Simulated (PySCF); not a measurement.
GeH4O4.

```xyz
9

O     -0.2458     1.4708    -0.9269
Ge     0.0000     0.0000     0.0000
O      0.2458    -1.4708    -0.9269
O     -1.4708    -0.2458     0.9269
O      1.4708     0.2458     0.9269
H     -1.1748     1.6008    -1.1491
H      1.1748    -1.6008    -1.1491
H     -1.6008    -1.1748     1.1491
H      1.6008     1.1748     1.1491
```

The structure is a stationary point at PBE0-D3(BJ)/def2-SVP. The isomer is the one that the SMILES or the coordinates give; other isomers of the formula were not compared. The values are those of a single conformer.

Method: PBE/pcSseg-1 (PySCF). Non-relativistic, no solvent.

Computed absolute GIAO shielding of each atom: isotropic value and principal components (ppm):
| atom | σ(iso) | σ11 | σ22 | σ33 | span |
|---|---|---|---|---|---|
| O1 | 276.5 | 252.7 | 258.1 | 318.8 | 66.1 |
| Ge2 | 1258.0 | 1237.4 | 1237.4 | 1299.2 | 61.8 |
| O3 | 276.5 | 252.7 | 258.1 | 318.8 | 66.1 |
| O4 | 276.5 | 252.7 | 258.1 | 318.8 | 66.1 |
| O5 | 276.5 | 252.7 | 258.1 | 318.8 | 66.1 |
| H6 | 29.8 | 21.0 | 24.7 | 43.5 | 22.5 |
| H7 | 29.8 | 21.0 | 24.7 | 43.5 | 22.5 |
| H8 | 29.8 | 21.0 | 24.7 | 43.5 | 22.5 |
| H9 | 29.8 | 21.0 | 24.7 | 43.5 | 22.5 |
